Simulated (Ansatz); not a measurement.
Calculated with Ansatz (gas phase, PBE0-D4/def2-TZVP geometries, no zero-point term in ΔE). CBS: MP2 limit from def2 TZ/QZ plus the TZ coupled-cluster correction, frozen cores. DFT in def2-TZVPP. B3LYP here is the variant with VWN-RPA as its local correlation; programs differ in this. def2 core potentials past Kr. For Se, Te outer-core shells are correlated without core-valence functions, which leaves a few kJ/mol of doubt a bond. Scalar relativity is left out up to krypton. Each species was taken in one conformer, which may not be the lowest.

Reaction (ligand exchange at the Al–Te bond): `C[CH2][AlH][TeH]` + H₂Se → `C[CH2][AlH][SeH]` + H₂Te

```csv
level,ΔE (kJ/mol),difference from CCSD(T)/CBS
PBE-D4,-0.9,0.0
PBE0-D4,-0.8,0.1
B3LYP-D4,-3.5,-2.6
B2PLYP,-3.6,-2.7
PBE,-1.9,-1.0
r2SCAN,-3.4,-2.5
PBE0,-1.8,-0.9
B3LYP,-5.0,-4.1
MP2/def2-TZVPP,-0.1,0.8
CCSD/def2-TZVPP,-4.3,-3.4
CCSD(T)/def2-TZVPP,-3.4,-2.5
HF/def2-QZVPP,-5.2,-4.3
SCS-MP2/def2-QZVPP,-0.7,0.2
HF/CBS(def2),-5.2,-4.3
MP2/CBS(def2),2.4,3.3
CCSD/CBS(def2),-1.7,-0.8
CCSD(T)/CBS,-0.9,0
```

Largest T1 diagnostic among the species: 0.010.
